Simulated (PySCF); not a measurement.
## TDDFT excited states: C5H7NO2

C₅H₇NO₂.
SMILES with atom numbers: `[NH2:1][C:2](=[O:3])[C@@H:4]1[CH:5]=[CH:6][O:7][CH2:8]1` (hydrogens: H9, H10 on N1; H11 on C4; H12 on C5; H13 on C6; H14, H15 on C8)

Level of theory: TDDFT PBE0/def2-SVPD, vertical, gas phase, core orbitals frozen in the response (PySCF 2.14.0, density-fitted response routines). Isolated species at its GFN2-xTB geometry (one conformer only). Torsions of this conformer, `[NH2:1][C:2](=[O:3])[C@@H:4]1[CH:5]=[CH:6][O:7][CH2:8]1`: N1–C2–C4–C5 -72°, H–N1–C2–O3 -178°, H–N1–C2–O3 -3°.

```csv
state,E (eV),E (kJ/mol),λ (nm),f,|μ| (D),"main configurations (H = HOMO, L = LUMO)"
S1,5.34,516,232.0,0.035,1.31,"H→L (77%), H→L+2 (10%)"
S2,5.76,556,215.3,0.0021,0.31,H→L+1 (85%)
S3,6.05,583,205.0,0.024,1.03,"H-1→L (59%), H-1→L+2 (15%), H→L (11%)"
S4,6.33,611,195.9,0.079,1.82,H→L+2 (77%)
S5,6.48,625,191.4,0.028,1.06,H→L+3 (82%)
S6,6.86,662,180.7,0.019,0.85,H→L+4 (89%)
```

Triplets (Tamm–Dancoff): T1 3.98 eV, H→L (59%), H→L+2 (26%); T2 5.13 eV, H→L+2 (35%), H-1→L (32%), H→L (17%).

The lowest singlet lies at 5.34 eV (232 nm, ultraviolet) and is of moderate strength; its leading configuration is HOMO→LUMO (77%). The most intense listed level is S4 at 6.33 eV (196 nm, f = 0.079), 0.99 eV above S1. Löwdin shares by element: HOMO carbon 53% or more, oxygen 26% or more (atoms not listed hold the other 21%); LUMO carbon 44% or more, oxygen 14% or more (atoms not listed hold the other 42%). Orbital energies (eV): HOMO-3 -9.90, HOMO-2 -8.17, HOMO-1 -7.78, HOMO -6.39, LUMO 0.13, LUMO+1 0.46, LUMO+2 0.87. Of the 6 states listed, 5 reach f = 0.01 and none stays under 0.0005. The oscillator strengths of these states sum to 0.187; summed over the whole spectrum of an exact calculation they would give the number of electrons, 60 (Thomas–Reiche–Kuhn). Singlets were solved by full linear response, triplets in the Tamm–Dancoff approximation.

Hardware: an Arm Neoverse V1 with one thread, shared host with 32 logical CPUs at a one-minute load of 17. Cost: 35 s of wall time, 0.85 GiB resident at most.
